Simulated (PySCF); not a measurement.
## SMILES O[C@H]1CC=CC=C1F, C6H7FO

Geometry:
```tsv
atom	x (Å)	y (Å)	z (Å)
O1	-1.662	-0.771	-0.957
C2	-1.085	-0.319	0.259
C3	0.119	-1.216	0.564
C4	1.393	-0.743	-0.061
C5	1.590	0.528	-0.407
C6	0.553	1.518	-0.211
C7	-0.666	1.120	0.138
F8	-1.674	2.011	0.320
H9	-2.356	-0.157	-1.224
H10	-1.833	-0.408	1.065
H11	0.266	-1.282	1.647
H12	-0.125	-2.215	0.199
H13	2.171	-1.481	-0.181
H14	2.525	0.861	-0.830
H15	0.779	2.564	-0.344
```

Computed with GIAO CAM-B3LYP/pcSseg-1 magnetisability, rotational g tensor and spin-rotation constants, non-relativistic, gas phase (PySCF). Geometry: GFN2-xTB.

**Question.** How diamagnetic is it, and how anisotropic?

**Answer.** Isotropic -1062 × 10⁻³⁰ J/T², or -63.9 × 10⁻⁶ cm³/mol; principal values -1265, -1005, -916 × 10⁻³⁰ J/T², anisotropy 314 × 10⁻³⁰ J/T² (root of half the summed squared differences of the principal values). The susceptibility is in cgs units.

**Question.** Split it along the inertial axes a, b, c into diamagnetic and paramagnetic parts about the centre of mass, with the quadrupole moment.

**Answer.** 
```tsv
axis	χ (10⁻⁶ cm³/mol)	diamagnetic (10⁻⁶ cm³/mol)	paramagnetic (10⁻⁶ cm³/mol)	summed x² of all electrons (Å²)	quadrupole Θ (D Å)
a	-59.5	-503.3	443.9	120.6	+1.51
b	-59.3	-630.5	571.2	90.6	+0.25
c	-73.0	-895.8	822.8	28.0	-1.76
```
Anisotropies 2χaa − χbb − χcc = +13.4 and 2χbb − χaa − χcc = +13.8 × 10⁻⁶ cm³/mol. Θ is traceless in Buckingham's convention.

**Question.** And the rotational g tensor?

**Answer.** 
| axis | rotational constant (GHz) | g | nuclear part | electronic part |
| --- | --- | --- | --- | --- |
| a | 2.9283 | -0.0323 | 0.5783 | -0.6106 |
| b | 2.1414 | -0.0230 | 0.5516 | -0.5746 |
| c | 1.4458 | -0.0054 | 0.5535 | -0.5589 |

Asymmetric top; isotopes 12C, 19F, 1H, 16O; no vibrational averaging.
